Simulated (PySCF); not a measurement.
**Ar⁺ (argon, charge +1) across methods**

[Ne] 3s1 3p6, 2S determinant (an excited configuration). Calculation: PySCF 2.14, in x2c-QZVPPall with one added diffuse shell each of s, p, d, f type (10s7p5d3f1g, 86 functions); scalar relativity by spin-free X2C-1e. The B2PLYP total includes its PT2 part (frozen core); its orbital energies are those of the SCF part.

```csv
method,E (hartree),mean ε 3s α (eV),mean ε 3p α (eV),mean ε 3p β (eV),Σ⟨r²⟩ (bohr²),⟨S²⟩
wB97X-V,-528.1475,-43.873,-27.710,-25.967,20.53,0.752
B2PLYP,-528.0989,-44.469,-27.027,-24.405,20.67,0.754
r2SCAN,-528.1889,-39.362,-23.876,-22.320,20.47,0.753
UHF,-527.40771,-50.052,-30.191,-26.031,20.82,0.760
PBE,-528.0597,-37.953,-23.215,-22.063,20.51,0.751
MN15,-528.4422,-40.749,-25.769,-24.446,20.28,0.751
LDA,-526.6356,-37.836,-23.254,-22.198,20.54,0.751
revPBE,-528.1734,-37.964,-23.198,-22.026,20.49,0.751
PBE0,-528.0598,-41.213,-25.191,-23.387,20.51,0.752
```
